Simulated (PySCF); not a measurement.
Isomers of C3H10N2Si side by side.

PySCF, B3LYP/def2-SVPD, density fitting, gas phase; each molecule at its own GFN2-xTB geometry, one conformer. Singlet excitations by full TDDFT with frozen cores and triplets by Tamm–Dancoff TDDFT. 

Torsions of the conformers computed, which needn't be the lowest (atom-mapped SMILES):
- `[CH2:1]=[N:2][NH:3][CH2:4][CH2:5][SiH3:6]`: C1–N2–N3–C4 -160°, N2–N3–C4–C5 86°, N3–C4–C5–Si6 -179°
- `[CH2:1]=[N:2][SiH2:3][CH2:4][CH2:5][NH2:6]`: C1–N2–Si3–C4 -121°, N2–Si3–C4–C5 -98°, Si3–C4–C5–N6 178°, H–N6–C5–C4 -60°, H–N6–C5–C4 58°
- `[CH2:1]=[N:2][SiH2:3][CH2:4][NH:5][CH3:6]`: C1–N2–Si3–C4 -118°, N2–Si3–C4–N5 67°, Si3–C4–N5–C6 178°
- `[H]/[N:6]=[CH:5]/[CH2:4][N:2]([CH3:1])[SiH3:3]`: C1–N2–C4–C5 -73°, N2–C4–C5–N6 -5°
- `[CH3:1][NH:2][SiH:3]1[CH2:4][NH:5][CH2:6]1`: C1–N2–Si3–C4 93°

The conformers of `N[C@H]1CN[SiH2]C1` and `[SiH3]N1CCCN1` aren't listed.

Reference: `C=NNCC[SiH3]`, with HOMO energy -6.07 eV, LUMO energy -0.13 eV, lowest singlet excitation 5.40 eV, lowest triplet excitation 3.67 eV and mean polarisability 87.3 au.

Changes against it:

| molecule | Δ electronic energy (kcal/mol) | Δ HOMO energy (eV) | Δ LUMO energy (eV) | Δ lowest singlet excitation (eV) | Δ lowest triplet excitation (eV) | Δ mean polarisability (au) |
| --- | --- | --- | --- | --- | --- | --- |
| N[C@H]1CN[SiH2]C1 | -45.0 | -0.29 | +0.36 | +0.14 | +1.62 | -9.8 |
| [H]/N=C/CN(C)[SiH3] | -19.5 | -0.02 | -0.39 | -0.92 | +0.50 | -8.2 |
| [SiH3]N1CCCN1 | -12.0 | -0.28 | +0.22 | +0.05 | +1.61 | -10.3 |
| CN[SiH]1CNC1 | -23.2 | +0.13 | +0.34 | -0.08 | +1.55 | -9.1 |

Rows whose labels were lost:

```
row  Δ electronic energy (kcal/mol)  Δ HOMO energy (eV)  Δ LUMO energy (eV)  Δ lowest singlet excitation (eV)  Δ lowest triplet excitation (eV)  Δ mean polarisability (au)
  P                           -19.1               -0.17               -1.04                             -1.44                             -0.31                        -4.0
  Q                           -25.8               -0.43               -0.97                             -1.38                             -0.25                        -3.6
```

Question: Which row belongs to which of `C=N[SiH2]CCN` and `C=N[SiH2]CNC`?

Answer: P = `C=N[SiH2]CNC` and Q = `C=N[SiH2]CCN`. P and Q are told apart most clearly by the electronic energy (-19.1 against -25.8 kcal/mol).

Question: Which row has the smallest HOMO–LUMO gap and which the largest, and does the HOMO or the LUMO shift more there?

Answer: Smallest, counted from the reference: P, -0.87 eV (HOMO -0.17, LUMO -1.04), the larger shift being that of the LUMO. Largest: `N[C@H]1CN[SiH2]C1`, +0.65 eV (HOMO -0.29, LUMO +0.36), the larger shift being that of neither alone.
